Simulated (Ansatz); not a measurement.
Geometry optimisation, RKS BHLYP/cc-pVDZ in Ansatz 0.2.0.

input.yaml

```yaml
crystal:
  periodic: [false, false, false]
  atoms:
    - { symbol: "N", position_ang: [-1.2223, -0.1159, 1.6154] }
    - { symbol: C, position_ang: [0.1659, -0.1358, 1.3185] }
    - { symbol: C, position_ang: [0.4436, -0.3415, -0.2023] }
    - { symbol: "N", position_ang: [-0.4321, -1.2699, -0.7966] }
    - { symbol: Si, position_ang: [0.5668, 1.2666, -1.2064] }
    - { symbol: H, position_ang: [-1.6341, 0.8401, 1.2735] }
    - { symbol: H, position_ang: [-1.691, -0.745, 0.9776] }
    - { symbol: H, position_ang: [0.5968, -0.9811, 1.8635] }
    - { symbol: H, position_ang: [0.6726, 0.7703, 1.7691] }
    - { symbol: H, position_ang: [1.4706, -0.8029, -0.2434] }
    - { symbol: H, position_ang: [-0.4994, -2.1551, -0.2439] }
    - { symbol: H, position_ang: [-0.1878, -1.5192, -1.7217] }
    - { symbol: H, position_ang: [1.6191, 2.1499, -0.6843] }
    - { symbol: H, position_ang: [0.8229, 0.9722, -2.5987] }
    - { symbol: H, position_ang: [-0.7131, 2.0166, -1.091] }
basis:
  gaussian: { orbitals: cc-pVDZ }
hamiltonian:
  xc: { name: BHLYP }
relax:
  f_tol: 0.02
  max_steps: 50
```

Command:

```bash
$ ansatz run input.yaml --threads 2 --pin off --max-ram 3072MiB --backend cpu --events-out ev --progress --plain --runs-dir out
```

Task: Where does it end, and by what steps?

Result: The forces met the threshold. The force dipped under the threshold on the way, but the program's further checks kept it going. After 11 steps the energy has fallen by 0.527 eV; H6 moved furthest, 0.40 Å.

```tsv
step	energy less start (eV)	largest force component (eV/Å)	accepted
0	0.0000	3.146	yes
1	-0.4317	1.058	yes
2	-0.5055	0.224	yes
3	-0.4842	0.444	no
4	-0.5194	0.053	yes
5	-0.5241	0.049	yes
6	-0.5226	0.192	no
7	-0.5253	0.018	yes
8	-0.5261	0.035	yes
9	-0.5265	0.022	yes
10	-0.5267	0.016	yes
11	-0.5269	0.010	yes
```

```xyz
15
Properties=species:S:1:pos:R:3
N -1.219 0.165 1.574
C 0.149 -0.232 1.306
C 0.534 -0.390 -0.170
N -0.354 -1.380 -0.779
Si 0.426 1.233 -1.160
H -1.362 1.132 1.314
H -1.829 -0.373 0.969
H 0.322 -1.198 1.801
H 0.828 0.477 1.791
H 1.598 -0.690 -0.196
H -0.215 -2.284 -0.340
H -0.137 -1.513 -1.758
H 1.396 2.220 -0.609
H 0.780 0.954 -2.581
H -0.937 1.827 -1.132
```

The run took 40 s on 2 threads of INTEL(R) XEON(R) PLATINUM 8581C CPU @ 2.10GHz (Emerald Rapids) (shared host), peak memory 0.32 GiB.
